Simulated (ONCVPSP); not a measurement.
**phosphorus (P): ONCV pseudisation with PBE, scalar-relativistic reference atom.**

- Element: P
- Generator: ONCVPSP 4.0.1
- Type: optimised norm-conserving Vanderbilt (ONCV)
- Functional: PBE
- Relativity: scalar-relativistic
- Frozen core: [He]
- Valence charge: 13
- Reference configuration: 2s2 2p6 3s2 3p3
- Partial waves: 2s+3s: rc 0.95 bohr, ncon 3, nbas 7, qcut 12.9 1/bohr, 2 projectors; 2p+3p: rc 0.95 bohr, ncon 4, nbas 8, qcut 15.9 1/bohr, 2 projectors
- Local potential: polynomial inside 0.60 bohr (lpopt 5, dvloc0 4 Ha)
- Core correction: none

All-electron outer shells of the reference configuration (PBE, scalar-relativistic, ld1.x):

```
shell  level (eV)  outermost node (bohr)  outermost maximum (bohr)
   1s    -2084.17                      –                      0.07
   2s     -173.99                   0.14                      0.42
   2p     -124.49                      –                      0.36
   3s      -13.97                   0.65                      1.58
   3p       -5.51                   0.64                      1.83
```

**Question.** Does the generator finish with these settings?

**Answer.** Yes, a potential is produced and its reference levels are reproduced.

**Question.** Estimate the cutoffs (Ha) at which the residual kinetic energy of the hardest occupied pseudo-wave falls to 1 and 0.1 mHa per electron.

**Answer.** 97 Ha and 109 Ha.

**Question.** What does a ghost test show?

**Answer.** No bound ghost flagged; no localised positive-energy state flagged.

**Question.** Tests: 2s2 2p6 3s2 3p2; 2s2 2p6 3s2 3p1; 2s2 2p6 3s2 3p0; 2s2 2p6 3s0 3p5. Which has the largest error in its energy relative to the reference configuration, and how large is it?

**Answer.** 2s2 2p6 3s2 3p0, with +11 meV (all-electron minus pseudo) on +58.62 eV.
